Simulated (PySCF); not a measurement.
Sn(F)(Cl)(NH2)2 (ClFH4N2Sn), SMILES [NH2][Sn]([NH2])([F])[Cl]. The structure is a stationary point at PBE-D3(BJ)/def2-SVP. The structure was generated by enumeration; whether it is a known compound was not checked. The def2 effective core potentials stand for the cores of Sn; spin–orbit coupling is left out. Other conformers were not sampled.

Calculation: PBE-D3(BJ)/def2-SVP run with PySCF 2.14.0.

Harmonic wavenumbers (cm⁻¹): 91, 100, 114, 139, 159, 164, 218, 357, 533, 555, 603, 666, 673, 862, 867, 1481, 1485, 3400, 3401, 3501, 3504. Rotational constants (GHz): 2.647, 1.673, 1.609; symmetry number 1.

**Question.** Work out the zero-point energy and the ideal-gas rigid-rotor harmonic-oscillator thermochemistry at 298.15 K and 1 atm.

**Answer.** ZPE = ½ Σ hcν = ½ × 22875 cm⁻¹ = 32.70 kcal/mol. H − E(el) = 38.79 kcal/mol. Entropy in cal/(mol K): translation 41.86, rotation 28.20, vibration 23.88, total 93.95. G − E(el) = 10.78 kcal/mol. Cp = 29.23 cal/(mol K). Modes under 150 cm⁻¹ make the vibrational entropy uncertain.
